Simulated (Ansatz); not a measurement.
CdH2: single points at one geometry.

```yaml
crystal:
  periodic: [false, false, false]
  atoms:
    - {symbol: Cd, position_ang: [0.000053, 0.000031, 0.000003]}
    - {symbol: H, position_ang: [-0.017602, -0.021787, 1.681871]}
    - {symbol: H, position_ang: [0.017549, 0.021756, -1.681874]}
basis:
  gaussian: {orbitals: def2-TZVPD, initial_orbitals: start.molden}
hamiltonian: {xc: pbe0, dispersion: d4}
scf: {omitted_lower_state_checks: [starts]}
output: {orbitals: {seedname: orbitals}}
```

The file start.molden holds the orbitals of an earlier run on this structure, at another level or in another basis.

```sh
$ ansatz run in.yaml --threads 4 --pin off --events-out ev --progress --plain --max-ram 3916MiB
```

Shortened log:

```
Functional definition: PBE0
522 factors; their error is unknown
mean field evaluation 1: about -4596.4574 eV, gradient 1.2e0 eV
mean field evaluation 2: about -4596.4645 eV, gradient 1.0e-2 eV
mean field evaluation 4: about -4596.5422 eV, gradient 7.0e-5 eV
mean field -4596.54219962 eV, -168.9198101877 hartree, gradient 6.9e-5 eV, S^2 0.000000; 0 other end points of the search recorded, 0 dependent functions left out
reference -4596.54222804 eV, -168.9198112322 hartree; 11, 11 occupied and 47, 47 virtual orbitals, 522 factors
Total energy: -4596.56530348 eV, -168.9206592389 hartree
Checks for a lower state left out: starts
```

Hardware: 4 threads of Intel Xeon on a shared host. Wall time 1.1 s.

The first input with `gaussian: {orbitals: def2-TZVP, initial_orbitals: start.molden}`, `hamiltonian: {xc: r2scan, dispersion: d4}` (abridged; 1.6 s):

```
Functional definition: r2SCAN
mean field -4598.34306778 eV, -168.9859908720 hartree, gradient 4.1e-5 eV, S^2 0.000000
Total energy: -4598.34924007 eV, -168.9862176996 hartree
Checks for a lower state left out: starts
```

First input, but with `gaussian: {orbitals: def2-TZVPP, initial_orbitals: start.molden}`, `correlation: {method: ccsd_t}` and without the key `hamiltonian` (abridged; 5 s):

```
Functional definition: HF
mean field -4571.22422615 eV, -167.9893918241 hartree, gradient 4.3e-6 eV, S^2 0.000000
second order -20.09192661 eV of doubles, -0.00000000 eV of singles
cycle   1  -18.99864154 eV  change     1.1e0 eV  update   9.1e-2
cycle   2  -19.49146011 eV  change   -4.9e-1 eV  update   2.6e-2
cycle   3  -19.55040176 eV  change   -5.9e-2 eV  update   1.5e-2
cycle   4  -19.51520361 eV  change    3.5e-2 eV  update   4.4e-3
cycle   5  -19.51248781 eV  change    2.7e-3 eV  update   1.6e-3
cycle   6  -19.51509669 eV  change   -2.6e-3 eV  update   3.6e-4
cycle   7  -19.51492846 eV  change    1.7e-4 eV  update   1.1e-4
cycle   8  -19.51487646 eV  change    5.2e-5 eV  update   2.5e-5
cycle   9  -19.51491125 eV  change   -3.5e-5 eV  update   5.6e-6
cycle  10  -19.51490958 eV  change    1.7e-6 eV  update   1.3e-6
perturbative correction -0.53614320 eV, -0.0197028993 hartree
Total energy: -4591.27527894 eV, -168.7262544227 hartree
Checks for a lower state left out: starts
```

The first input with `hamiltonian: {xc: pbe, dispersion: d4}` (abridged; 0.92 s):

```
Functional definition: PBE
mean field -4596.78135641 eV, -168.9285990378 hartree, gradient 3.3e-5 eV, S^2 0.000000
Total energy: -4596.80936456 eV, -168.9296283182 hartree
Checks for a lower state left out: starts
```

The first input with `gaussian: {orbitals: def2-TZVP, initial_orbitals: start.molden}`, `hamiltonian: {xc: pbe}`, `correlation: {method: rpa}` and without the key `output` (abridged; 1.9 s):

```
Functional definition: PBE
mean field -4596.76968373 eV, -168.9281700747 hartree, gradient 6.5e-7 eV, S^2 0.000000
Total energy: -4589.97825974 eV, -168.6785898465 hartree
Checks for a lower state left out: starts
```

As the first input, with `gaussian: {orbitals: def2-TZVP, initial_orbitals: start.molden}`, `hamiltonian: {xc: {name: revPBE}, dispersion: d4}` (abridged; 0.97 s):

```
Functional definition: revPBE
mean field -4598.29755835 eV, -168.9843184315 hartree, gradient 2.4e-5 eV, S^2 0.000000
Total energy: -4598.38851664 eV, -168.9876610869 hartree
Checks for a lower state left out: starts
```

Geometry: PBE-D4/def2-TZVP.

In the def2 sets Cd takes a core potential; there is no spin–orbit coupling. Correlated methods freeze no core orbitals; core or outer-core shells of Cd are correlated, in sets that lack core-valence functions.
